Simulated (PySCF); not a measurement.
PySCF input:

```python
from pyscf import gto, scf, dft

mol = gto.M(
    atom='''
    B    -0.05895681    0.22574592    0.06464063
    C     1.47377391   -0.24914145   -0.29861359
    C    -1.14701401   -1.00202397   -0.05964811
    O    -0.37313599    1.42873972    0.40910875
    H     1.54841257   -0.64747569   -1.32159361
    H     1.81996142   -1.05850999    0.36154244
    H     2.17828529    0.58406399   -0.20880102
    H    -2.15802460   -0.66164228    0.18658707
    H    -1.17043549   -1.42852828   -1.07368694
    H    -0.89888664   -1.83956258    0.60944912
    ''',
    basis='def2-tzvpd',
    charge=-1,
    spin=0,
    verbose=4,
)

mf = dft.RKS(mol, xc='m062x').density_fit(auxbasis='def2-universal-jkfit')
mf.grids.level = 4
mf.conv_tol = 1e-9
mf.max_cycle = 100
mf.max_memory = 1500
mf.kernel()
if not mf.converged:
    mf = mf.newton()
    mf.kernel(mf.make_rdm1())
mf.analyze()
```

**Question.** What final total energy does it print?

**Answer.** -179.96828 Eh (M06-2X/def2-TZVPD).

It need not be the lowest isomer of its formula. Whether it binds its extra electron was not tested at this geometry.
